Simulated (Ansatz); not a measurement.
Relaxation of C₂H₇AlOSi (12 atoms, charge 0, multiplicity 1), to a largest force component of 0.02 eV/Å in at most 50 steps.

The calculation used RKS PBE-D4/def2-SVP (Ansatz 0.2.0).

```xyz
12
Properties=species:S:1:pos:R:3
C -1.482 1.337 -0.379
C -1.183 0.520 -1.348
Al 0.124 -0.893 -1.040
Si 1.269 -1.080 1.082
O 2.068 0.339 1.416
H -1.092 1.344 0.600
H -2.241 2.153 -0.593
H -1.593 0.611 -2.337
H 0.535 -1.898 -2.153
H 2.125 -2.230 1.090
H -1.275 -1.027 -0.410
H 1.388 1.050 1.558
```

Problem. Where does it end, and by what steps?

Solution. The run converged. The force dipped under the threshold on the way, but the program's further checks kept it going. After 39 steps the energy has fallen by 3.755 eV; H11 moved furthest, 2.76 Å. Parted: Al3–H11. Joined: Si4–H11.

```csv
step,energy less start (eV),largest force component (eV/Å),accepted
0,0.0000,3.557,yes
2,-1.6438,2.230,yes
4,-2.3678,1.048,yes
6,-2.7261,0.499,yes
8,-2.9125,0.322,yes
10,-3.1265,0.276,yes
12,-3.3138,0.336,yes
14,-3.3583,0.302,yes
16,-3.3695,0.116,yes
18,-3.3718,0.099,yes
20,-3.3730,0.014,yes
22,-3.3965,0.424,yes
24,-3.5288,0.308,yes
26,-3.6710,0.172,yes
28,-3.6995,0.875,no
30,-3.7484,0.099,yes
32,-3.7539,0.077,yes
34,-3.7536,0.095,no
36,-3.7546,0.031,yes
38,-3.7546,0.035,no
39,-3.7549,0.015,yes
```

```xyz
12
Properties=species:S:1:pos:R:3
C -1.326 1.570 -0.544
C -1.094 0.778 -1.622
Al -0.082 -0.884 -1.411
Si 0.906 -1.251 0.835
O 0.839 0.164 1.791
H -0.931 1.317 0.458
H -1.923 2.501 -0.602
H -1.533 1.107 -2.585
H 0.057 -1.939 -2.614
H 2.322 -1.795 0.773
H 0.118 -2.267 1.623
H 1.290 0.925 1.385
```

The run took 120 s on 2 threads of Arm Neoverse V1, with other jobs on the host, peak memory 0.16 GiB.
